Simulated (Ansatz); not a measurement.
`CC[O][Al]([Cl])[Cl]`, relaxed with RKS PBE0-D4/def2-TZVP in Ansatz from a PBE-D4/def2-SVP geometry. The force threshold is 0.005 eV/Å; the program also tests the step.

The species carries charge 0 and has multiplicity 1.

Start:

```xyz
11

C    -1.400   -0.826   -0.271
C    -0.702    0.299    0.479
O     0.365    0.833   -0.286
Al    2.057    0.700   -0.238
Cl    3.025   -0.316    1.327
Cl    3.162    1.605   -1.768
H    -2.269   -1.203    0.306
H    -0.709   -1.676   -0.445
H    -1.763   -0.471   -1.257
H    -1.422    1.123    0.684
H    -0.344   -0.069    1.469
```

Q: How much energy does the relaxation release, and in how many steps? (An estimate is asked.)

A: Computed: 5.18 kJ/mol, in 7 steps, 1 of them rejected.

Q: Which bonds change most? (Best estimate.)

A: Ansatz gave: O3–Al4 from 1.698 to 1.665 Å; Al4–Cl6 from 2.093 to 2.071 Å; Al4–Cl5 from 2.102 to 2.081 Å; C2–H11 from 1.116 to 1.097 Å.

Q: Give the relaxed structure. (Estimate.)

A: The calculation gave: 
```xyz
11

C    -1.396   -0.827   -0.260
C    -0.693    0.295    0.466
O     0.371    0.803   -0.304
Al    2.032    0.705   -0.243
Cl    2.981   -0.335    1.290
Cl    3.156    1.636   -1.713
H    -2.252   -1.179    0.321
H    -0.721   -1.672   -0.418
H    -1.755   -0.487   -1.234
H    -1.391    1.117    0.654
H    -0.332   -0.056    1.442
```
